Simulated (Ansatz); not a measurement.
Job for Ansatz (an electronic-structure program): R-CCSD(T)/cc-pVDZ on CH7BN2 (SMILES CB(N)N), a point of a torsion scan.

Ansatz 0.2 input:
```yaml
crystal:
  periodic: [false, false, false]
  atoms:
    - {symbol: C, position_ang: [-1.16207856, -0.76298851, 0.08479751]}
    - {symbol: B, position_ang: [0.13113955, 0.16065704, -0.03527056]}
    - {symbol: N, position_ang: [1.39737533, -0.35627174, 0.28598943]}
    - {symbol: N, position_ang: [0.01518050, 1.49854916, -0.44660299]}
    - {symbol: H, position_ang: [-1.49410312, -0.82635848, 1.11962525]}
    - {symbol: H, position_ang: [-0.96709220, -1.78008705, -0.24682315]}
    - {symbol: H, position_ang: [-1.99810713, -0.38243612, -0.49644631]}
    - {symbol: H, position_ang: [2.24472554, 0.18153626, 0.24576466]}
    - {symbol: H, position_ang: [1.54307238, -1.30106158, 0.58931585]}
    - {symbol: H, position_ang: [-0.86009628, 1.92612404, -0.68520900]}
    - {symbol: H, position_ang: [0.79569092, 2.12631024, -0.52283033]}
basis:
  gaussian:
    orbitals: cc-pVDZ
magnetization: {spin_polarized: false}
correlation: {method: ccsd_t, electrons: outside_noble_gas}
scf: {lower_state_search: off}
```

It printed:

```
WARN ansatz: RAYON_NUM_THREADS=1 ignored (pool sized by the plan → 1); use --threads N
Functional definition: HF
these checks for a lower state are left out or cut short: stability, starts, cluster_reference, orbital_swaps, neighbouring_geometries, increment
integrals: 0.09 GiB planned
836 factors; integrals over basis functions are off by at most 1.2e-3 eV
mean field: 0.17 GiB planned
mean field evaluation 1: about -4775.2893 eV, gradient 4.2e1 eV
mean field evaluation 2: about -4775.2896 eV, gradient 4.2e1 eV
mean field evaluation 4: about -4779.3023 eV, gradient 3.0e0 eV
mean field evaluation 8: about -4779.3364 eV, gradient 8.6e-5 eV
mean field -4779.33639892 eV, -175.6373731098 hartree, gradient 2.1e-6 eV, S^2 0.000000; 0 other end points of the search recorded, 0 dependent functions left out
4 core orbitals not correlated
reference -4779.33639892 eV, -175.6373731098 hartree; 12, 12 occupied and 75, 75 virtual orbitals, 836 factors
second order -15.57339114 eV of doubles, -0.00000000 eV of singles
coupled cluster: 0.31 GiB planned
cycle   1  -16.35100936 eV  change   -7.8e-1 eV  update   7.7e-2
cycle   2  -16.72404094 eV  change   -3.7e-1 eV  update   2.3e-2
cycle   3  -16.79419690 eV  change   -7.0e-2 eV  update   1.0e-2
cycle   4  -16.79110938 eV  change    3.1e-3 eV  update   2.8e-3
cycle   5  -16.79096219 eV  change    1.5e-4 eV  update   9.2e-4
cycle   6  -16.79074152 eV  change    2.2e-4 eV  update   2.5e-4
cycle   7  -16.79064317 eV  change    9.8e-5 eV  update   7.1e-5
cycle   8  -16.79063253 eV  change    1.1e-5 eV  update   2.2e-5
perturbative correction -0.44262208 eV, -0.0162660614 hartree
Total energy: -4796.56965353 eV, -176.2706835354 hartree
Checks for a lower state left out: stability, starts, cluster_reference, orbital_swaps, neighbouring_geometries, increment
```

The calculation finished and met its thresholds.

Cost: very roughly 6 core-seconds.
